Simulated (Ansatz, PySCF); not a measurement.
C₃H₆O₃, SMILES COC(=O)OC. Atoms are numbered in the order given.

```xyz
12

C      2.3145     0.0000    -0.0182
O      1.0776     0.0000    -0.7051
C      0.0000     0.0000     0.0709
O      0.0000     0.0000     1.2732
O     -1.0776     0.0000    -0.7051
C     -2.3145     0.0000    -0.0182
H      2.4129    -0.8924     0.6176
H      3.0924     0.0000    -0.7905
H      2.4129     0.8924     0.6176
H     -3.0924     0.0000    -0.7905
H     -2.4129     0.8924     0.6176
H     -2.4129    -0.8924     0.6176
```
Charge 0, spin multiplicity 1.

The structure is a stationary point at PBE0-D3(BJ)/def2-SVP.

Vertical ionisation energy (IE) and electron affinity (EA) in eV. Rows of orbital energies are one-electron estimates. Where ΔSCF, EOM or ADC give a negative EA the extra electron is unbound and the value depends on the basis.

| level | IE | EA |
|---|---|---|
| −ε(HOMO), −ε(LUMO), CAM-B3LYP/def2-TZVP (PySCF) | 9.96 | -2.11 |
| ΔSCF, PBE0/def2-SVPD (Ansatz), final states of multiplicity 2 and 2 | … | … |

Q: Some entries are withheld; supply them. (Estimate from the structure and the level; the computed values follow.)

A: 
- ΔSCF, PBE0/def2-SVPD (Ansatz, an electronic-structure program), final states of multiplicity 2 and 2, IE: 10.93
- ΔSCF, PBE0/def2-SVPD (Ansatz), final states of multiplicity 2 and 2, EA: -1.57

Q: What vertical singlet–triplet gap does ΔSCF give with PBE0/def2-SVPD (Ansatz)? (Estimate from the structure and the level; the computed values follow.)

A: 6.66 eV (triplet above singlet where positive).
